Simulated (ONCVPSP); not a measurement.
Ga (Z = 31): one change to an ONCV potential, before and after

```
Element                 : gallium
Generator               : ONCVPSP 4.0.1
Type                    : optimised norm-conserving Vanderbilt (ONCV)
Functional              : revPBE
Relativity              : fully relativistic
Frozen core             : [Ar] 3d10
Valence charge          : 3
Reference configuration : 4s2 4p1
Partial waves           : 4s: rc 2.05 bohr, ncon 4, nbas 9, qcut 3.2 1/bohr, 2 projectors, debl 2.1 Ha; 4p: rc 2.45 bohr, ncon 4, nbas 8, qcut 3.7 1/bohr, 2 projectors, debl 3.8 Ha
Local potential         : polynomial inside 1.50 bohr (lpopt 5, dvloc0 0 Ha)
Core correction         : none
```

Open shells are filled in proportion to 2j + 1.

Change: p: ncon 5, nbas 9.

Cutoffs: the cutoffs (Ha) at which the residual kinetic energy of the hardest occupied pseudo-wave falls to 1 and 0.1 mHa per electron; they do not see the model core or the augmentation charge, which bear on the density cutoff. Errors are all-electron minus pseudo energies relative to the spin-unpolarised reference configuration.

**Question.** What does the change do?

**Answer.** The potential gets neither clearly harder nor softer (8.3 Ha and 50 Ha → 8.3 Ha and 50 Ha); the s channel sets the loose cutoff, while the largest relative change is in p, which becomes harder; the errors of the 4 common tests hardly move; neither file shows a bound ghost.

| quantity | base | changed |
| --- | --- | --- |
| cutoff, loose | 8.3 Ha | 8.3 Ha |
| cutoff, tight | 50 Ha | 50 Ha |
| loose cutoff by channel | s 8.3 Ha, p 2.4 Ha | s 8.3 Ha, p 2.8 Ha |
| bound ghosts | none | none |
| GHOST(+) flags under 300 eV | s at 104.2 eV | s at 104.2 eV |
| error for 4s2 4p0, meV [ΔE 5.62 eV] | +3.2 | +3.4 |
| error for 4s1 4p0, meV [ΔE 26.61 eV] | -34 | -32 |
| error for 4s2 4p0.5, meV [ΔE 2.00 eV] | +0.7 | +0.7 |
| error for 4s1 4p2, meV [ΔE 6.51 eV] | +14 | +13 |
| s: phases at 2.08 bohr within 0.05 rad from the reference energy up to (Ha; the scan ends near 5) | 3.0 | 3.0 |
| p3/2: phases at 2.49 bohr within 0.05 rad from the reference energy up to (Ha; the scan ends near 5) | 2.2 | 2.3 |
| p1/2: phases at 2.49 bohr within 0.05 rad from the reference energy up to (Ha; the scan ends near 5) | 2.2 | 2.3 |

Base: The cutoffs count occupied waves only; projector 2 of the p channel, the hardest unoccupied one, needs 35 Ha at the loose tolerance. Changed file: The cutoffs count occupied waves only; projector 2 of the p channel, the hardest unoccupied one, needs 32 Ha at the loose tolerance.
